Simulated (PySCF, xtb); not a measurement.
WOF3, SMILES [W+]([F])(=[O])([F])[F], charge +1, multiplicity 1.

GFN2-xTB (xtb) at its own geometry gives an orbital gap of 4.67 eV.

Geometry optimised at B3LYP-D3(BJ)/def2-SVP. The multiplicity is an assumed one; other spin states were not compared. The isomer is the one that the SMILES or the coordinates give; other isomers of the formula were not compared. The def2 effective core potentials stand for the cores of W; spin–orbit coupling is left out.

Task: What does PBE0/def2-TZVP (PySCF) give? (The exact figures need the calculation; the answer reports its results.)

Result: gap 8.13 eV (levels -18.29 and -10.16 eV).
